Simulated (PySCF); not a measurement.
C4H7BO3.
Structure used (PBE0-D3(BJ)/def2-SVP), in Å, numbered top down from 1:
```xyz
15
C4H7BO3 angstrom
O      2.8782    0.0673   -0.9433
C      2.0098   -0.1600   -0.1473
C      0.5351   -0.0192   -0.4252
C     -0.2459   -1.2439    0.0433
O     -1.6355   -1.0503   -0.0558
B     -2.1698    0.1972    0.0046
O     -1.4104    1.3109    0.1756
C     -0.0126    1.2166    0.2929
H      2.2599   -0.4852    0.8993
H      0.4129    0.1143   -1.5122
H      0.0148   -1.4774    1.0926
H      0.0175   -2.1260   -0.5610
H     -3.3621    0.3218   -0.1009
H      0.4306    2.1298   -0.1326
H      0.2618    1.1853    1.3639
```

Probes without a nucleus sit at each ring's centroid and 1 Å off its mean plane on both sides; NICS is minus the shielding there, NICSzz its component along the normal. Level: GIAO PBE0/pcSseg-1 (PySCF, non-relativistic, gas phase) on the PBE0-D3(BJ)/def2-SVP geometry, one conformer.

Ring bond lengths (Å), with Mayer bond orders in brackets: C3–C4 1.526 (0.99), C4–O5 1.407 (0.89), O5–B6 1.358 (1.15), B6–O7 1.359 (1.15), O7–C8 1.406 (0.89), C8–C3 1.531 (0.99).

Question: What do the NICS probes read (ppm)?

Answer: 
```json
{"ring": "C3–C4–O5–B6–O7–C8", "type": "6-membered ring with B and 2 O; formal bonds all single", "NICS(0)": "-1.9", "NICS(1), two faces": "-0.3 / -2.7", "NICS(1)zz, two faces": "0.9 / -0.8", "rms pucker (Å)": "0.19", "centre to ring atoms, mean (Å)": "1.40"}
```

Question: What do they say, and how far can they be read as aromaticity?

Answer: 
- C3–C4–O5–B6–O7–C8: mean NICS(1)zz 0.0 ppm, near zero. C3, C4, C8 have four or more neighbours, so the value isn't read as a sign of a π ring current.

Question: At the second NICS(1) probe listed for ring C3–C4–O5–B6–O7–C8, 1 Å off the ring, what do the in-plane components average?

Answer: The isotropic value is a third of the trace: (3 × -2.7 − (-0.8))/2 = -3.7 ppm.

Question: List the ring angles and the Hirshfeld charges of the ring atoms.

Answer: 
- C3–C4–O5–B6–O7–C8: C3 108.7° (-0.047 e), C4 111.9° (+0.015 e), O5 120.8° (-0.175 e), B6 122.6° (+0.210 e), O7 120.7° (-0.175 e), C8 111.8° (+0.017 e); sum 696.5° against 720° for a flat convex ring.

Question: How shielded are the nuclei of the rings and their hydrogens (means over atoms taken as equivalent)?

Answer: 
```tsv
atoms	environment	σ isotropic (ppm)
C3	sp3 carbon next to a carbonyl	131.3
C4 (×2)	sp3 carbon bound to oxygen	124.0
O5 (×2)	boron-bound oxygen	215.6
B6	three-coordinate boron	77.5
H10	methine hydrogen	28.74
H11 (×2)	methylene hydrogen	27.16
H12 (×2)	methylene hydrogen	27.38
H13	B–H hydrogen	27.14
```

Question: How do the values depend on the level or the medium?

Answer: 
```json
{"level": "PBE0/pcSseg-1, gas", "NICS(0), C3–C4–O5–B6–O7–C8": "-1.9", "mean NICS(1)zz, C3–C4–O5–B6–O7–C8": "0.0"}
{"level": "wB97X-D/pcSseg-1, gas", "NICS(0), C3–C4–O5–B6–O7–C8": "-1.8", "mean NICS(1)zz, C3–C4–O5–B6–O7–C8": "0.1"}
```

The geometry is the same throughout.
